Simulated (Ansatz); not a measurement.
Ansatz (a first-principles code) input (PBE-QIDH/def2-TZVPD):

Ansatz 0.2 input:
```yaml
crystal:
  periodic: [false, false, false]
  atoms:
    - {symbol: Si, position_ang: [0.02891648, -0.78408769, 1.17054584]}
    - {symbol: O, position_ang: [1.40366459, -0.30483370, 0.42852945]}
    - {symbol: Si, position_ang: [2.13620027, 0.58488374, -0.74208839]}
    - {symbol: O, position_ang: [-1.27223421, -0.07013803, 0.49706920]}
    - {symbol: Si, position_ang: [-2.10574304, 0.32181847, -0.85951667]}
    - {symbol: H, position_ang: [0.09063515, -0.37490872, 2.58463454]}
    - {symbol: H, position_ang: [-0.08255331, -2.24914719, 1.02789925]}
    - {symbol: H, position_ang: [1.58398517, 1.96926907, -0.74299809]}
    - {symbol: H, position_ang: [3.59363098, 0.61029424, -0.44667137]}
    - {symbol: H, position_ang: [-3.13414231, 1.32117726, -0.50346610]}
    - {symbol: H, position_ang: [-1.18034391, 0.89115510, -1.86694460]}
    - {symbol: H, position_ang: [-2.75388650, -0.88466916, -1.42241364]}
basis:
  gaussian:
    orbitals: def2-TZVPD
hamiltonian:
  xc: {name: PBE-QIDH}
magnetization: {spin_polarized: true, initial_magnetization: 1}
correlation: {electrons: outside_noble_gas}
```

End of the output:

```
integrals: 0.69 GiB planned
1805 factors; integrals over basis functions are off by at most 9.7e-4 eV
0.39 GiB of the device are held for the grids
1.53 GiB of device memory are held for the factors and their scratch space
mean field: 2.85 GiB planned
mean field evaluation 1: about -27810.9625 eV, gradient 4.0e1 eV
mean field evaluation 2: about -27811.0485 eV, gradient 4.0e1 eV
mean field evaluation 4: about -27816.5107 eV, gradient 2.6e0 eV
mean field evaluation 8: about -27816.5764 eV, gradient 3.3e-1 eV
mean field evaluation 16: about -27816.5776 eV, gradient 3.7e-4 eV
mean field -27816.57761780 eV, -1022.2403727007 hartree, gradient 4.7e-6 eV, S^2 0.753180; 0 other end points of the search recorded, 0 dependent functions left out
17 core orbitals not correlated
reference -27816.57763595 eV, -1022.2403733677 hartree; 16, 15 occupied and 239, 240 virtual orbitals, 1805 factors
second order -24.47611401 eV of doubles, -0.00000000 eV of singles
Total energy: -27824.73634062 eV, -1022.5402002341 hartree
```

It need not be the lowest isomer of its formula.
